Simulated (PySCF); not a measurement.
BiF₃, charge +1, doublet, geometry from GFN2-xTB (such geometries of metal compounds can be far from the true shape) (a state made from the parent by changing its charge; the spin is typed, not shown lowest) (core potentials on Bi); PySCF with DF-SVWN5/def2-TZVPD.

Input for PySCF:
```python
from pyscf import gto, scf, dft
import numpy

mol = gto.M(
    atom='''
Bi    0.002903   -0.004092    0.277726
F    -1.347839   -1.005813   -0.854760
F    -0.221288    1.681109   -0.826949
F     1.542355   -0.637562   -0.879545
''',
    basis='def2-tzvpd',
    ecp={'Bi': 'def2-tzvpd'},
    charge=1,
    spin=1,
    verbose=4,
)
print('smallest overlap eigenvalue', numpy.linalg.eigvalsh(mol.intor('int1e_ovlp'))[0])

mf = dft.UKS(mol)
mf.xc = 'lda,vwn'
mf = mf.density_fit(auxbasis='def2-universal-jkfit')
mf = scf.addons.remove_linear_dep_(mf, threshold=1e-2, lindep=1e-2)
mf.kernel()
mf.analyze()
```

Q: Predict the main parts of the log of this PySCF run.

A: 
```
PySCF version 2.14.0

[INPUT] verbose = 4
[INPUT] num. atoms = 4
[INPUT] num. electrons = 49
[INPUT] charge = 1
[INPUT] spin (= nelec alpha-beta = 2S) = 1
[INPUT] symmetry False subgroup None
[INPUT] Mole.unit = angstrom
[INPUT] Symbol           X                Y                Z      unit          X                Y                Z       unit  Magmom
[...]
nuclear repulsion = 206.219955690412
number of shells = 60
number of NR pGTOs = 262
number of NR cGTOs = 176
basis = def2-tzvpd
ecp = {'Bi': 'def2-tzvpd'}
input.py:22: DeprecationWarning: remove_linear_dep_ is deprecated and will be removed in a future release. Linear dependency handling is now built into the SCF procedure by default. Linear dependency removal can be controlled using the following settings:
  pyscf.scf.hf.remove_overlap_zero_eigenvalue = True
  pyscf.scf.hf.overlap_zero_eigenvalue_threshold = 1e-6

  mf = scf.addons.remove_linear_dep_(mf, threshold=1e-2, lindep=1e-2)
smallest overlap eigenvalue 0.0009149557185737854
Applying remove_linear_dep_ on SCF object.
Using canonical orthogonalization with threshold 0.01

******** <class 'pyscf.df.df_jk.DFUKS'> ********
method = DFUKS
initial guess = minao
damping factor = 0
level_shift factor = 0
DIIS = <class 'pyscf.scf.diis.CDIIS'>
diis_start_cycle = 1
diis_space = 8
diis_damp = 0
SCF conv_tol = 1e-09
SCF conv_tol_grad = None
SCF max_cycles = 50
direct_scf = False
number electrons alpha = 25  beta = 24
XC library pyscf.dft.libxc version 7.1.2
    S. Lehtola, C. Steigemann, M. J. T. Oliveira, and M. A. L. Marques,  SoftwareX 7, 1–5 (2018)
XC functionals = lda,vwn
    P. A. M. Dirac,  Math. Proc. Cambridge Philos. Soc. 26, 376 (1930)
    F. Bloch,  Z. Phys. 57, 545 (1929)
    S. H. Vosko, L. Wilk, and M. Nusair,  Can. J. Phys. 58, 1200 (1980)
radial grids:
    Treutler-Ahlrichs [JCP 102, 346 (1995); DOI:10.1063/1.469408] (M4) radial grids

becke partition: Becke, JCP 88, 2547 (1988); DOI:10.1063/1.454033
pruning grids: <function nwchem_prune>
grids dens level: 3
symmetrized grids: False
atomic radii adjust function: <function treutler_atomic_radii_adjust>
small_rho_cutoff = 0
Set gradient conv threshold to 3.16228e-05
tot grids = 66232
init E= -477.719610559615

cycle= 1 E= -510.707620990093  delta_E=  -33  |g|=  1.7  |ddm|= 10.5
cycle= 2 E= -509.542101058623  delta_E= 1.17  |g|= 2.51  |ddm|= 5.17
cycle= 3 E= -511.566243269588  delta_E= -2.02  |g|= 0.73  |ddm|= 2.41
cycle= 4 E= -511.674124342242  delta_E= -0.108  |g|= 0.349  |ddm|= 0.657
cycle= 5 E= -511.718808202262  delta_E= -0.0447  |g|= 0.0708  |ddm|= 0.389
cycle= 6 E= -511.71713174926  delta_E= 0.00168  |g|= 0.0898  |ddm|= 0.151
cycle= 7 E= -511.717085077647  delta_E= 4.67e-05  |g|= 0.0902  |ddm|= 0.156
cycle= 8 E= -511.718964787154  delta_E= -0.00188  |g|= 0.0628  |ddm|= 0.0781
cycle= 9 E= -511.716722978051  delta_E= 0.00224  |g|= 0.0939  |ddm|= 0.0687
cycle= 10 E= -511.71813333087  delta_E= -0.00141  |g|= 0.0752  |ddm|= 0.0576
cycle= 11 E= -511.717866365313  delta_E= 0.000267  |g|= 0.073  |ddm|= 0.0356
cycle= 12 E= -511.71927610382  delta_E= -0.00141  |g|= 0.055  |ddm|= 0.0445
cycle= 13 E= -511.719465720999  delta_E= -0.00019  |g|= 0.0548  |ddm|= 0.0272
cycle= 14 E= -511.718167853012  delta_E= 0.0013  |g|= 0.0748  |ddm|= 0.0436
cycle= 15 E= -511.718390350995  delta_E= -0.000222  |g|= 0.0717  |ddm|= 0.015
cycle= 16 E= -511.7183679364  delta_E= 2.24e-05  |g|= 0.072  |ddm|= 0.00584
cycle= 17 E= -511.718395144035  delta_E= -2.72e-05  |g|= 0.0715  |ddm|= 0.0115
cycle= 18 E= -511.718280240415  delta_E= 0.000115  |g|= 0.0736  |ddm|= 0.0369
cycle= 19 E= -511.718209349947  delta_E= 7.09e-05  |g|= 0.0732  |ddm|= 0.0315
cycle= 20 E= -511.716649338386  delta_E= 0.00156  |g|= 0.0924  |ddm|= 0.0462
cycle= 21 E= -511.717407212722  delta_E= -0.000758  |g|= 0.0816  |ddm|= 0.0395
cycle= 22 E= -511.707393367634  delta_E= 0.01  |g|= 0.169  |ddm|= 0.235
cycle= 23 E= -511.718429233663  delta_E= -0.011  |g|= 0.0682  |ddm|= 0.281
[...]
SCF not converged.
Total Energy =                        -511.718834008811996
[...]
spin_pop of  1 F 4pz       0.00057
spin_pop of  1 F 5px       0.00005
spin_pop of  1 F 5py      -0.00000
spin_pop of  1 F 5pz       0.00075
spin_pop of  1 F 3dxy      0.00009
spin_pop of  1 F 3dyz      0.00004
spin_pop of  1 F 3dz^2    -0.00007
spin_pop of  1 F 3dxz      0.00013
spin_pop of  1 F 3dx2-y2   -0.00003
spin_pop of  1 F 4dxy      0.00016
spin_pop of  1 F 4dyz     -0.00007
spin_pop of  1 F 4dz^2    -0.00004
spin_pop of  1 F 4dxz     -0.00002
spin_pop of  1 F 4dx2-y2   -0.00010
spin_pop of  1 F 5dxy      0.00014
spin_pop of  1 F 5dyz     -0.00014
spin_pop of  1 F 5dz^2     0.00017
spin_pop of  1 F 5dxz     -0.00010
spin_pop of  1 F 5dx2-y2   -0.00017
spin_pop of  1 F 4f-3      0.00000
spin_pop of  1 F 4f-2      0.00001
spin_pop of  1 F 4f-1      0.00000
spin_pop of  1 F 4f+0      0.00000
spin_pop of  1 F 4f+1      0.00000
spin_pop of  1 F 4f+2      0.00000
spin_pop of  1 F 4f+3      0.00000
spin_pop of  2 F 1s       -0.00000
spin_pop of  2 F 2s        0.00025
spin_pop of  2 F 3s        0.00152
spin_pop of  2 F 4s        0.00018
spin_pop of  2 F 5s       -0.00000
spin_pop of  2 F 6s        0.00007
spin_pop of  2 F 2px       0.00168
spin_pop of  2 F 2py       0.02759
spin_pop of  2 F 2pz       0.22096
spin_pop of  2 F 3px      -0.00056
spin_pop of  2 F 3py       0.00095
spin_pop of  2 F 3pz      -0.00119
spin_pop of  2 F 4px      -0.00008
spin_pop of  2 F 4py      -0.00007
spin_pop of  2 F 4pz       0.00055
spin_pop of  2 F 5px      -0.00004
spin_pop of  2 F 5py       0.00011
spin_pop of  2 F 5pz       0.00063
spin_pop of  2 F 3dxy     -0.00004
spin_pop of  2 F 3dyz      0.00016
spin_pop of  2 F 3dz^2    -0.00006
spin_pop of  2 F 3dxz     -0.00004
spin_pop of  2 F 3dx2-y2    0.00011
spin_pop of  2 F 4dxy     -0.00012
spin_pop of  2 F 4dyz     -0.00002
spin_pop of  2 F 4dz^2     0.00001
spin_pop of  2 F 4dxz     -0.00011
spin_pop of  2 F 4dx2-y2    0.00019
spin_pop of  2 F 5dxy     -0.00020
spin_pop of  2 F 5dyz     -0.00007
spin_pop of  2 F 5dz^2     0.00024
spin_pop of  2 F 5dxz     -0.00018
spin_pop of  2 F 5dx2-y2    0.00016
spin_pop of  2 F 4f-3      0.00000
spin_pop of  2 F 4f-2      0.00000
spin_pop of  2 F 4f-1      0.00000
spin_pop of  2 F 4f+0      0.00000
spin_pop of  2 F 4f+1      0.00000
spin_pop of  2 F 4f+2      0.00001
spin_pop of  2 F 4f+3      0.00000
spin_pop of  3 F 1s       -0.00000
spin_pop of  3 F 2s        0.00024
spin_pop of  3 F 3s        0.00166
spin_pop of  3 F 4s        0.00022
spin_pop of  3 F 5s       -0.00001
spin_pop of  3 F 6s        0.00007
spin_pop of  3 F 2px       0.01441
spin_pop of  3 F 2py       0.00505
spin_pop of  3 F 2pz       0.25938
spin_pop of  3 F 3px       0.00074
spin_pop of  3 F 3py      -0.00038
spin_pop of  3 F 3pz      -0.00126
spin_pop of  3 F 4px      -0.00008
spin_pop of  3 F 4py      -0.00008
spin_pop of  3 F 4pz       0.00056
spin_pop of  3 F 5px       0.00008
spin_pop of  3 F 5py      -0.00002
spin_pop of  3 F 5pz       0.00073
spin_pop of  3 F 3dxy      0.00003
spin_pop of  3 F 3dyz     -0.00001
spin_pop of  3 F 3dz^2    -0.00007
spin_pop of  3 F 3dxz      0.00016
spin_pop of  3 F 3dx2-y2    0.00002
spin_pop of  3 F 4dxy      0.00003
spin_pop of  3 F 4dyz     -0.00010
spin_pop of  3 F 4dz^2    -0.00005
spin_pop of  3 F 4dxz      0.00001
spin_pop of  3 F 4dx2-y2    0.00002
spin_pop of  3 F 5dxy     -0.00002
spin_pop of  3 F 5dyz     -0.00017
spin_pop of  3 F 5dz^2     0.00016
spin_pop of  3 F 5dxz     -0.00007
spin_pop of  3 F 5dx2-y2   -0.00002
spin_pop of  3 F 4f-3      0.00000
spin_pop of  3 F 4f-2      0.00000
spin_pop of  3 F 4f-1      0.00000
spin_pop of  3 F 4f+0      0.00000
spin_pop of  3 F 4f+1      0.00000
spin_pop of  3 F 4f+2      0.00000
spin_pop of  3 F 4f+3     -0.00000

WARN: Weak orthogonality for localized orbitals 1.4808642529829797e-09

In total            25.00000 | 24.00000

WARN: System has nonzero charge 1; the dipole moment is origin-dependent.
Location of origin: [0. 0. 0.]

Dipole moment(X, Y, Z, Debye): -0.02478, -0.41129,  4.29842
```

Convergence was not reached.
